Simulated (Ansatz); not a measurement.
**One elementary step**

Start structure (SiH2ClF3, closed shell), relaxed at PBE0-D4/def2-TZVP:

Si1  (-0.906, -0.777, -0.087)
F2  (0.295, -0.094, 0.683)
F3  (-0.318, -1.484, -1.360)
F4  (-1.887, 0.358, -0.547)
H5  (-1.579, -1.736, 0.785)
H6  (1.798, 1.402, 0.450)
Cl7  (2.597, 2.331, 0.076)
(Å)

The step: SiHF₃ ([F][SiH]([F])[F]) + HCl → SiHClF₂ ([F][SiH]([F])[Cl]) + HF; bonds formed: Si1–Cl7, F2–H6; bonds broken: Si1–F2, H6–Cl7. Ansatz 0.2.0; basis: def2-TZVPP and def2-QZVPP; cores frozen in the correlated methods. Extrapolation: Hartree–Fock as exp(−7.88 √X), correlation as X^−2.97. Energies below are by CCSD(T) at an estimated basis limit (MP2 extrapolated from triple and quadruple zeta, plus CCSD(T) − MP2 in triple zeta).

Q: What are the electronic barrier and the energy of the step, from the start structure to the end structure? (To be estimated.)

A: Computed: Barrier 177.1 kJ/mol; step energy 51.7 kJ/mol (uphill); reverse barrier, their difference, 125.4 kJ/mol. Barrier and step energy count from the start structure, the reverse barrier from the end structure.

The saddle point: One imaginary mode of 646i cm⁻¹.
```csv
pair,start (Å),saddle (Å),end (Å)
Si1–Cl7,4.69,2.38,2.04
F2–H6,2.13,1.25,0.92
Si1–F2,1.58,1.80,3.23
H6–Cl7,1.28,1.45,2.47
```

Zero-point energy (harmonic, PBE0-D4): ZPE is 68.1 kJ/mol at the start and 65.2 kJ/mol at the saddle, so the barrier goes from 177.1 to 174.2 kJ/mol.

T1 diagnostic: at most 0.012.

Labels in which every atom is bracketed show which atoms are joined, not bond orders.

For scale, one of the runs: CCSD(T)/def2-TZVPP, 205 basis functions, launched by `ansatz run in.yaml --threads 4 --pin off --events-out ev --progress --plain --max-ram 9574MiB`. Hardware: 4 CPU threads of an Arm Neoverse V1, shared host. Wall time 74 s; peak host memory 2.8 GiB.
